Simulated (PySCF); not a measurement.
SMILES I[Te]I (I2Te), PBE0/def2-SVP optimised geometry.

```
3

Te    -1.07    -1.32     0.00
I      1.64    -1.32     0.00
I     -1.64     1.32     0.00
```

Density from PBE0/def2-TZVP, def2 effective core potentials past Kr (PySCF) at that geometry. The core electrons that the potentials of I, Te replace are not part of the density.

Minimum of the electron density along straight lines between bonded atoms, close to the bond critical point (lines longer than 1.1 times the sum of covalent radii, or with two minima, are not listed):

```tsv
bond	length / Å	ρ at the minimum / e bohr⁻³	∇²ρ there / e bohr⁻⁵	position (fraction from the first atom)
Te1–I2	2.706	0.072	0.01	0.48
Te1–I3	2.706	0.071	0.01	0.48
```
